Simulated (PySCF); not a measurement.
Molecule: SMILES c1c(C(=O)O)ccs1, C$_{5}$H$_{4}$O$_{2}$S.

Bonds (- single, = double, # triple, : aromatic): O1=C2 1.205 Å, C2-O3 1.342 Å, C2-C4 1.474 Å, C4:C5 1.427 Å, C5:C6 1.366 Å, C6:S7 1.723 Å, S7:C8 1.707 Å, C8:C4 1.377 Å. O3 carries H9; C5 carries H10; C6 carries H11; C8 carries H12.

Geometry PBE0-D3(BJ)/def2-SVP throughout; GIAO in PySCF 2.14, gas phase, one conformer, non-relativistic; equivalent atoms averaged; functional PBE0.

(1) How do the shifts δ (against H2O, TMS, CS2 at the same level) depend on the basis set? (a selection of nuclei; ppm; last column core-seconds on shared hosts with different chips, so compare them loosely)

(2) Which nucleus among those listed moves most, in ppm?

(3) Taking the largest basis, IGLO-III (329 functions), as the yardstick, rank the others by their worst heavy-atom deviation.

## Answers

(1) 
```csv
basis set,functions,O1,O3,C8,C6,C2,C5,S7,H11,H9,core-s
STO-3G,48,387.3,124.0,121.0,119.2,113.1,107.7,97.9,6.64,5.34,4.3
pcSseg-0,84,450.5,205.4,152.5,143.8,176.8,139.7,216.5,6.91,4.96,7.4
6-31G,84,383.4,177.4,137.3,129.2,156.4,124.7,193.3,7.08,5.17,8.2
6-31G*,124,355.3,168.4,130.4,122.5,150.1,123.5,221.8,6.85,5.12,13
cc-pVDZ,136,384.5,185.1,135.7,128.0,155.8,128.8,216.1,7.02,4.87,14
def2-SVP,136,384.8,184.0,135.3,127.2,155.8,127.8,234.1,6.87,5.09,13
pcSseg-1,163,411.1,201.0,141.1,133.1,164.3,135.7,238.1,7.13,5.68,16
aug-cc-pVDZ,224,370.2,180.8,136.2,127.8,159.1,127.8,231.2,7.39,5.55,31
"6-311+G(2d,p)",248,386.7,190.0,139.5,131.1,163.1,133.8,263.8,7.34,5.32,34
def2-TZVP,278,395.4,194.9,140.2,131.8,164.6,135.6,271.6,7.30,5.35,42
cc-pVTZ,300,396.2,194.6,139.7,131.5,163.5,134.6,240.7,7.29,5.58,49
IGLO-III,329,397.5,195.2,143.9,135.2,167.4,138.5,269.5,7.30,5.58,54
```

(2) S7 (aromatic ring sulfur): from 97.9 ppm with STO-3G to 271.6 ppm with def2-TZVP. The smallest spread is 0.75 ppm, at H11. Proton shifts span only some 12 ppm, so a few tenths of a ppm matter as much there as several ppm in carbon.

(3) def2-TZVP 3.7 ppm (278 functions), 6-311+G(2d,p) 10.8 ppm (248 functions), cc-pVTZ 28.8 ppm (300 functions), pcSseg-1 31.3 ppm (163 functions), def2-SVP 35.3 ppm (136 functions), aug-cc-pVDZ 38.2 ppm (224 functions), 6-31G* 47.7 ppm (124 functions), pcSseg-0 53.0 ppm (84 functions), cc-pVDZ 53.4 ppm (136 functions), 6-31G 76.1 ppm (84 functions), STO-3G 171.5 ppm (48 functions).

A small basis that lands close on one nucleus may do so by chance; judge by the trend and by all nuclei.
